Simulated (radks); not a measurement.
The mean radii <r> (bohr) of the occupied orbitals of an atom or ion are listed with their occupations. All-electron calculation, scalar-relativistic Kohn-Sham, PBE, spin-unpolarised, spherical densities, point nucleus. Program: a radial shooting solver on a logarithmic mesh with Libxc functionals.

| orbital | occ. | <r> |
|---|---|---|
| 1s | 2 | 0.01628 |
| 2s | 2 | 0.06689 |
| 2p | 3 | 0.06015 |

Name the element and its charge.

Answer. Z = 81, thallium, charge +74: Tl74+ in [He] 2s2 2p3. The 1s radius gives Z: for a bare nucleus <r> = (2 gamma + 1)/(2Z) with gamma = sqrt(1 - (Z/c)^2), 0.01613 bohr for Z = 81, and screening makes it slightly larger (0.01628 here). The occupations add up to 7, and the charge is Z minus that.
